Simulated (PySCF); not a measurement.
# How methods differ on the excitation energy of B⁺

B⁺ [He] 2s2 (1S) → B⁺ [He] 2p2 (3P), as a difference of total energies. Computed with PySCF 2.14 in def2-TZVPPD, with no relativity, point nucleus. Correlated levels: valence: 1s2 frozen. The calculations carry no spin-orbit coupling.

| method | excitation energy (eV) | error (eV) |
| --- | --- | --- |
| UHF | 10.940 | -1.325 |
| MP2 (valence) | 11.727 | -0.538 |
| SCS-MP2 (valence) | 12.040 | -0.225 |
| CCSD (valence) | 12.316 | +0.051 |

Reference: 12.265 eV (measured; NIST levels, between the centres of gravity of the two terms).

Errors of the correlated levels include the incompleteness of this basis and the frozen core.

With two correlated electrons CCSD is exact in that space.

The coupled-cluster amplitudes are large for the lower state (T1 above 0.03 or a double amplitude above 0.15), so a single reference is strained.
